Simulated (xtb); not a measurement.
C2H6OS, charge +1, doublet, from a rough starting geometry (a state made from the parent by changing its charge; the spin is typed, not shown lowest); GFN2-xTB (xtb).

Input for xtb:
```
$ xtb mol.xyz --gfn 2 --chrg 1 --uhf 1 --opt vtight --json

# file mol.xyz
10

C     -1.34127068     0.18122103    -0.44644686
S     -0.11207893    -1.04050167     0.21201389
C      1.36701654     0.11664243     0.09533999
O     -0.48561368    -1.12611863     1.63404710
H     -2.22376665    -0.27801382    -0.44326286
H     -1.06493061     0.36666835    -1.44065258
H     -1.28346299     1.05161048     0.13375607
H      1.19478209     1.04210119     0.64044371
H      2.27928336    -0.42860974     0.48749924
H      1.55422298     0.33142943    -0.93900278
```

Problem. Predict the main parts of the log of this xtb run.

Solution. 
```
   ID    Z sym.   atoms
    1    6 C      1, 3
    2   16 S      2
    3    8 O      4
    4    1 H      5-10

           -------------------------------------------------
          |                Calculation Setup                |
           -------------------------------------------------

           -------------------------------------------------
          |                 G F N 2 - x T B                 |
           -------------------------------------------------

          ...................................................
          :                      SETUP                      :
          :.................................................:
          :  # basis functions                  28          :
          :  # atomic orbitals                  27          :
          :  # shells                           15          :
          :  # electrons                        25          :
          :  max. iterations                   250          :
          :  Hamiltonian                  GFN2-xTB          :
          :  restarted?                      false          :
          :  GBSA solvation                  false          :
          :  PC potential                    false          :
          :  electronic temp.          300.0000000     K    :
          :  accuracy                    1.0000000          :
          :  -> integral cutoff          0.2500000E+02      :
          :  -> integral neglect         0.1000000E-07      :
          :  -> SCF convergence          0.1000000E-05 Eh   :
          :  -> wf. convergence          0.1000000E-03 e    :
          :  Broyden damping             0.4000000          :
          :  net charge                          1          :
          :  unpaired electrons                  1          :
          ...................................................

 iter      E             dE          RMSdq      gap      omega  full diag
   1    -14.2409161 -0.142409E+02  0.532E+00    5.96       0.0  T
   2    -14.2581996 -0.172835E-01  0.254E+00    5.62       1.0  T
   3    -14.2596490 -0.144942E-02  0.101E+00    5.57       1.0  T
   4    -14.2597256 -0.765918E-04  0.265E-01    5.51       1.0  T
   5    -14.2599951 -0.269434E-03  0.121E-01    5.54       1.0  T
   6    -14.2600171 -0.220431E-04  0.594E-02    5.54       1.0  T
   7    -14.2600170  0.953276E-07  0.245E-02    5.54       1.3  T
   8    -14.2600200 -0.297417E-05  0.989E-03    5.54       3.2  T
[...]
 * total energy  :   -14.1181453 Eh     change       -0.1496594E-01 Eh
 * total energy  :   -14.1204679 Eh     change       -0.2322506E-02 Eh
 * total energy  :   -14.1211059 Eh     change       -0.6380171E-03 Eh
 * total energy  :   -14.1212230 Eh     change       -0.1171362E-03 Eh
 * total energy  :   -14.1212500 Eh     change       -0.2697891E-04 Eh
 * total energy  :   -14.1212533 Eh     change       -0.3274261E-05 Eh
 * total energy  :   -14.1212543 Eh     change       -0.1058604E-05 Eh
 * total energy  :   -14.1212551 Eh     change       -0.8234641E-06 Eh
 * total energy  :   -14.1212564 Eh     change       -0.1246490E-05 Eh
 * total energy  :   -14.1212571 Eh     change       -0.6610942E-06 Eh
 * total energy  :   -14.1212573 Eh     change       -0.2007484E-06 Eh
 * total energy  :   -14.1212573 Eh     change       -0.2068811E-07 Eh
   *** GEOMETRY OPTIMIZATION CONVERGED AFTER 13 ITERATIONS ***
         :: total energy             -14.121257272978 Eh    ::
[...]
     4   8 O        0.860    -0.344    20.599     6.085
     5   1 H        0.925     0.150     1.390     1.844
     6   1 H        0.925     0.135     1.498     1.914
     7   1 H        0.925     0.154     1.368     1.829
     8   1 H        0.925     0.154     1.367     1.829
     9   1 H        0.925     0.150     1.390     1.844
    10   1 H        0.925     0.135     1.498     1.914

 Mol. C6AA /au·bohr⁶  :       1021.486287
 Mol. C8AA /au·bohr⁸  :      29368.513802
 Mol. α(0) /au        :         49.069645

Wiberg/Mayer (AO) data.
largest (>0.10) Wiberg bond orders for each atom

 ---------------------------------------------------------------------------
     #   Z sym  total        # sym  WBO       # sym  WBO       # sym  WBO
 ---------------------------------------------------------------------------
     1   6 C    3.912 --     6 H    0.964     5 H    0.954     7 H    0.932
                             2 S    0.873
     2  16 S    3.772 --     4 O    1.923     3 C    0.873     1 C    0.873
     3   6 C    3.912 --    10 H    0.964     9 H    0.954     8 H    0.932
                             2 S    0.873
     4   8 O    2.162 --     2 S    1.923
     5   1 H    0.977 --     1 C    0.954
     6   1 H    0.982 --     1 C    0.964
     7   1 H    0.976 --     1 C    0.932
     8   1 H    0.976 --     3 C    0.932
     9   1 H    0.977 --     3 C    0.954
    10   1 H    0.982 --     3 C    0.964
 ---------------------------------------------------------------------------

Topologies differ in total number of bonds
Writing topology from bond orders to xtbtopo.mol

molecular dipole:
                 x           y           z       tot (Debye)
 q only:        0.160      -0.220      -0.915
   full:        0.150      -0.156      -0.859       2.252
molecular quadrupole (traceless):
                xx          xy          yy          xz          yz          zz
 q only:        6.356      -0.719      -0.633       2.756       2.482      -5.724
  q+dip:        6.185      -0.844      -0.475       2.732       3.107      -5.710
   full:        6.370      -0.824      -0.200       2.870       3.020      -6.171

optimized geometry written to: xtbopt.xyz

           -------------------------------------------------
          | TOTAL ENERGY              -14.121257272978 Eh   |
          | GRADIENT NORM               0.000035499045 Eh/α |
          | HOMO-LUMO GAP               6.091739379050 eV   |
           -------------------------------------------------
```
